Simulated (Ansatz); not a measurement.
Cost and result up the ladder for (F2Ga-mu-PH2)2 (Ga₂P₂H₄F₄) (12 atoms). Total charge 0; singlet. Geometry: PBE-D4/def2-SVP.

```xyz
12

Ga   -0.112   -1.411    1.034
F    -1.277   -1.472    2.370
F     0.937   -2.818    0.772
P     1.152    0.668    1.036
Ga    0.112    1.411   -1.034
F    -0.937    2.818   -0.774
F     1.279    1.471   -2.368
P    -1.152   -0.668   -1.036
H     2.569    0.532    1.001
H     0.950    1.512    2.166
H    -0.951   -1.512   -2.166
H    -2.569   -0.531   -1.000
```

Ansatz on 4 threads of Arm Neoverse V1 on a shared host. Times are rough, and most runs start from the orbitals of an earlier one. PBE0-D4/def2-TZVPD serves as the yardstick here, not as an exact answer. Differences are given only for rows in sets of like size (and for xTB, whose basis is part of the method), since another set adds its own error. Binding counts from free atoms at the same level (Ga doublet, F doublet, P quartet, H doublet; other spins of the atoms weren't run), without zero-point energy or a counterpoise term.

The 6-31G sets use Cartesian d functions. LC-ωPBE has ω = 0.4 bohr⁻¹. B3LYP takes the VWN-RPA correlation. HSE06 is defined as in plane-wave codes, on full-range PBE exchange. Correlated methods freeze 32 core orbitals; core or outer-core shells of Ga are correlated, in sets that lack core-valence functions. The rows differ in basis, and correlated rows in double-zeta sets carry the largest basis error.

Correlated methods converge slowly with the basis, most of all in double-zeta sets.

```json
{"level": "PBE-D4/def2-TZVP", "functions": "318", "binding energy per atom (eV)": "3.30", "difference from PBE0-D4/def2-TZVPD (eV)": "0.09"}
{"level": "HSE06-D4/def2-TZVP", "functions": "318", "binding energy per atom (eV)": "3.22", "difference from PBE0-D4/def2-TZVPD (eV)": "0.00"}
{"level": "LC-ωPBE/def2-TZVP", "functions": "318", "binding energy per atom (eV)": "3.25", "difference from PBE0-D4/def2-TZVPD (eV)": "0.03"}
{"level": "r2SCAN-D4/def2-TZVP", "functions": "318", "binding energy per atom (eV)": "3.27", "difference from PBE0-D4/def2-TZVPD (eV)": "0.05"}
{"level": "HF/6-31G", "functions": "128", "binding energy per atom (eV)": "1.96", "difference from PBE0-D4/def2-TZVPD (eV)": "–"}
{"level": "PBE0-D4/def2-TZVPD", "functions": "390", "binding energy per atom (eV)": "3.22", "difference from PBE0-D4/def2-TZVPD (eV)": "0.00"}
{"level": "PBE-D4/def2-TZVPD", "functions": "390", "binding energy per atom (eV)": "3.31", "difference from PBE0-D4/def2-TZVPD (eV)": "0.09"}
{"level": "CCSD(T)/def2-SVP", "functions": "176", "binding energy per atom (eV)": "3.02", "difference from PBE0-D4/def2-TZVPD (eV)": "–"}
{"level": "HSE06-D4/def2-TZVPD", "functions": "390", "binding energy per atom (eV)": "3.22", "difference from PBE0-D4/def2-TZVPD (eV)": "0.00"}
{"level": "PBE0-D4/def2-SVP", "functions": "176", "binding energy per atom (eV)": "3.22", "difference from PBE0-D4/def2-TZVPD (eV)": "–"}
{"level": "PBE-D4/def2-SVP", "functions": "176", "binding energy per atom (eV)": "3.33", "difference from PBE0-D4/def2-TZVPD (eV)": "–"}
{"level": "MP2/def2-TZVP", "functions": "318", "binding energy per atom (eV)": "3.24", "difference from PBE0-D4/def2-TZVPD (eV)": "0.03"}
{"level": "B3LYP-D4/6-31G", "functions": "128", "binding energy per atom (eV)": "3.10", "difference from PBE0-D4/def2-TZVPD (eV)": "–"}
{"level": "PBE0-D4/def2-TZVP (with forces)", "functions": "318", "binding energy per atom (eV)": "3.21", "difference from PBE0-D4/def2-TZVPD (eV)": "0.00"}
```

Estimate how long each takes.

HF/6-31G 1.7 s; PBE-D4/def2-SVP 2.8 s; B3LYP-D4/6-31G 3.5 s; PBE0-D4/def2-SVP 4.8 s; PBE-D4/def2-TZVP 6 s; LC-ωPBE/def2-TZVP 8.5 s; PBE-D4/def2-TZVPD 11 s; r2SCAN-D4/def2-TZVP 12 s; HSE06-D4/def2-TZVP 14 s; MP2/def2-TZVP 15 s; PBE0-D4/def2-TZVP (with forces) 21 s; PBE0-D4/def2-TZVPD 22 s; HSE06-D4/def2-TZVPD 24 s; CCSD(T)/def2-SVP 2.1 min. On shared hardware such times vary by a factor of up to 3.
